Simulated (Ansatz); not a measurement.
Reaction (redistribution): `[NH2][SnH]([OH])[F]` + `C=[Se]` → `[OH][SnH2][F]` + `NC=[Se]`

Computed with Ansatz on PBE0-D4/def2-TZVP structures; ΔE is electronic, products minus reactants. CCSD(T)/CBS adds triple-zeta CCSD(T) − MP2 to the extrapolated MP2 energy (def2 sets, frozen cores). Functionals use def2-TZVPP. def2 core potentials past Kr. For Se, Sn outer-core shells are correlated without core-valence functions, which leaves a few kJ/mol of doubt a bond. Scalar relativity is left out up to krypton. Each species was taken in one conformer, which may not be the lowest.

```tsv
level	ΔE (eV)
BLYP-D4	-0.36
r2SCAN0-D4	-0.41
ωB97M-V	-0.29
PBE-QIDH	-0.31
revPBE	-0.40
LC-ωPBE	-0.35
CCSD/def2-TZVPP	-0.12
CCSD/CBS(def2)	-0.10
```

Question: What does CCSD(T)/CBS give? (Best estimate.)

Answer: The calculation gave: -0.09 eV. The listed levels differ from it by -0.27, -0.32, -0.20, -0.22, -0.31, -0.26, -0.03, -0.01 eV.

Question: What do rigid-rotor, harmonic-oscillator terms from PBE0-D4/def2-TZVP frequencies (298.15 K, 1 bar) make of the CCSD(T)/CBS value? (Estimate.)

Answer: The calculation gave: ΔZPE = +0.02 eV, ΔH = -0.09 eV, ΔS = -6 J/(mol·K), ΔG = -0.08 eV.

Largest T1 diagnostic among the species: 0.017.

At CCSD(T), def2-SVP lies −0.22 eV from the extrapolated value and def2-TZVPP −0.02 eV. In def2-TZVPP, CCSD(T) changes the Hartree–Fock value by +0.21 eV (the triples alone add +0.01 eV) and MP2 by +0.20 eV.
